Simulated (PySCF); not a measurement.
C₄H₆F₂, SMILES C[C@@H](F)/C=C\F.

Coordinates come from a r2SCAN-D4/def2-SVP optimisation. The structure was generated by enumeration; whether it is a known compound was not checked. The values are those of a single conformer.

The numbers are results of TDDFT-PBE/def2-SVPD in PySCF, not measurements.

Vertical excitations. Gas-phase values at a fixed geometry.

```tsv
state	energy (eV)	λ (nm)	f	main pairs
S1	6.33	196	0.018	HOMO→LUMO+1 100 %
S2	6.49	191	0.110	HOMO→LUMO 46 %, HOMO−1→LUMO 44 %
S3	6.83	182	0.039	HOMO−2→LUMO 50 %, HOMO−1→LUMO 37 %, HOMO→LUMO 9 %
S4	6.99	177	0.080	HOMO−2→LUMO 42 %, HOMO→LUMO 25 %, HOMO−1→LUMO 15 %, HOMO→LUMO+2 11 %
S5	7.28	170	0.008	HOMO→LUMO+2 70 %, HOMO→LUMO+3 24 %
S6	7.40	167	0.038	HOMO→LUMO+3 71 %, HOMO→LUMO+2 15 %
S7	7.72	161	0.008	HOMO−1→LUMO+1 99 %
S8	7.80	159	0.007	HOMO→LUMO+4 96 %
S9	7.88	157	0.006	HOMO−2→LUMO+1 99 %
S10	8.07	154	0.000	HOMO−3→LUMO 97 %
T1	4.29	289	0	HOMO→LUMO 98 %
T2	6.19	200	0	HOMO→LUMO+1 100 %
T3	6.45	192	0	HOMO−1→LUMO 97 %
T4	6.64	187	0	HOMO−2→LUMO 97 %
```
Triplets are in the Tamm–Dancoff approximation, which puts them higher than full response would, so one can lie above its singlet here.
